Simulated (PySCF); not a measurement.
B(H)(Me)(SH) (CH₅BS), SMILES B(S)C.

Geometry optimised at PBE0-D3(BJ)/def2-TZVP. One conformer was computed; it need not be the lowest.

Calculation: PBE0-D3(BJ)/def2-TZVP (PySCF).

Frequencies are harmonic and unscaled.

```json
[
 {"mode": "1", "ν (cm⁻¹)": "123", "IR (km/mol)": "0.8", "moving atoms (share of kinetic energy)": "H 88 %, B 10 %"},
 {"mode": "2", "ν (cm⁻¹)": "281", "IR (km/mol)": "1.6", "moving atoms (share of kinetic energy)": "H 28 %, C 27 %, S 24 %, B 21 %"},
 {"mode": "3", "ν (cm⁻¹)": "440", "IR (km/mol)": "11.4", "moving atoms (share of kinetic energy)": "H 93 %"},
 {"mode": "4", "ν (cm⁻¹)": "695", "IR (km/mol)": "4.9", "moving atoms (share of kinetic energy)": "H 36 %, B 27 %, S 20 %, C 18 %"},
 {"mode": "5", "ν (cm⁻¹)": "715", "IR (km/mol)": "2.1", "moving atoms (share of kinetic energy)": "H 91 %"},
 {"mode": "6", "ν (cm⁻¹)": "796", "IR (km/mol)": "4.9", "moving atoms (share of kinetic energy)": "H 93 %"},
 {"mode": "7", "ν (cm⁻¹)": "902", "IR (km/mol)": "14.3", "moving atoms (share of kinetic energy)": "H 55 %, B 31 %, C 13 %"},
 {"mode": "8", "ν (cm⁻¹)": "903", "IR (km/mol)": "24.4", "moving atoms (share of kinetic energy)": "H 62 %, B 20 %, S 11 %"},
 {"mode": "9", "ν (cm⁻¹)": "1050", "IR (km/mol)": "2.9", "moving atoms (share of kinetic energy)": "H 51 %, B 28 %, C 20 %"},
 {"mode": "10", "ν (cm⁻¹)": "1167", "IR (km/mol)": "151.9", "moving atoms (share of kinetic energy)": "H 50 %, B 45 %"},
 {"mode": "11", "ν (cm⁻¹)": "1326", "IR (km/mol)": "61.6", "moving atoms (share of kinetic energy)": "H 72 %, C 25 %"},
 {"mode": "12", "ν (cm⁻¹)": "1450", "IR (km/mol)": "5.4", "moving atoms (share of kinetic energy)": "H 96 %"},
 {"mode": "13", "ν (cm⁻¹)": "1453", "IR (km/mol)": "6.4", "moving atoms (share of kinetic energy)": "H 93 %"},
 {"mode": "14", "ν (cm⁻¹)": "2628", "IR (km/mol)": "99.5", "moving atoms (share of kinetic energy)": "H 91 %, B 9 %"},
 {"mode": "15", "ν (cm⁻¹)": "2711", "IR (km/mol)": "0.4", "moving atoms (share of kinetic energy)": "H 97 %"},
 {"mode": "16", "ν (cm⁻¹)": "3033", "IR (km/mol)": "0.9", "moving atoms (share of kinetic energy)": "H 97 %"},
 {"mode": "17", "ν (cm⁻¹)": "3092", "IR (km/mol)": "4.6", "moving atoms (share of kinetic energy)": "H 91 %, C 9 %"},
 {"mode": "18", "ν (cm⁻¹)": "3131", "IR (km/mol)": "13.0", "moving atoms (share of kinetic energy)": "H 91 %, C 9 %"}
]
```
